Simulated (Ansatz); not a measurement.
A made-up structure of SiH2SO2, singlet:

```
6
angstrom
O -0.2591 1.3774 -0.0492
Si -0.2011 -0.4388 -0.1623
O 1.2939 -0.9124 0.7371
S -1.6062 -1.7496 -1.1524
H -1.1006 1.8362 -0.5398
H 1.8731 -0.1128 1.1666
```

It is relaxed with PBE-D4/def2-SVP and then PBE0-D4/def2-TZVP (Ansatz 0.2.0). Atoms count as bonded within 1.22 times the sum of their covalent radii (H–H: 0.88 Å). The end point is not checked to be a true minimum.

(1) Does its bonding change? (Judge from chemistry; the calculation decides.)

Results:

(1) The calculation gives: No: no bond forms or breaks.

Where it ends: The first stage lowers the energy by 1.48 eV in 7 steps. It ends as SiH₂SO₂ ([OH][Si]([OH])[S]):
O1  (-0.231, 1.230, -0.044)
Si2  (-0.179, -0.392, -0.145)
O3  (1.155, -0.815, 0.658)
S4  (-1.434, -1.563, -1.029)
H5  (-0.983, 1.640, -0.482)
H6  (1.672, -0.101, 1.041)
(Å)

Labels in which every atom is bracketed show which atoms are joined, not bond orders.

For scale, one of the runs: PBE0-D4/def2-TZVP relaxation, 148 basis functions, launched by `ansatz run in.yaml --threads 2 --pin off --events-out ev --progress --plain --max-ram 4352MiB`. The run took about 23 s on 2 CPU threads of an Arm Neoverse V1 (shared host).
